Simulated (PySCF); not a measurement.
A species of formula C4H11B has this rotational fingerprint, computed with PBE0-D3(BJ)/def2-SVP geometry optimisation, gas phase in PySCF 2.14.0:

```
Rotational constants : A = 12101, B = 2249, C = 1989 MHz
Dipole components    : |μa| = 0.15 D, |μb| = 0.37 D, |μc| = 0.08 D
Inertial defect      : -12.35 u·Å²
κ                    : -0.95
```

Question: Which candidate fits, each taken in the one conformer that was computed?
A. `CC(C)(B)C`
B. BMe2Et (`CCB(C)C`)
C. `[CH3:1][BH:2][CH2:3][CH2:4][CH3:5]` with C1–B2–C3–C4 1°, B2–C3–C4–C5 180°

Answer: C. It is CBCCC, a near-prolate asymmetric top. The candidates at the same level (rigid rotor, commonest isotopes):

| SMILES | A (MHz) | B (MHz) | C (MHz) | μa (D) | μb (D) | μc (D) | Δ (u·Å²) | point group | rotor |
| --- | --- | --- | --- | --- | --- | --- | --- | --- | --- |
| CBCCC | 12101 | 2249 | 1989 | 0.15 | 0.37 | 0.08 | -12.35 | – | near-prolate asymmetric top |
| CCB(C)C | 5990 | 3404 | 2569 | 0.06 | 0.02 | 0.04 | -36.11 | C1 | asymmetric top |
| BC(C)(C)C | 4811 | 4653 | 4222 | 0.33 | 0.00 | 0.61 | -93.96 | Cs | asymmetric top |

`BC(C)(C)C` has C 112 % too high; `CCB(C)C` has B 51 % too high. No structure here is proved a minimum.
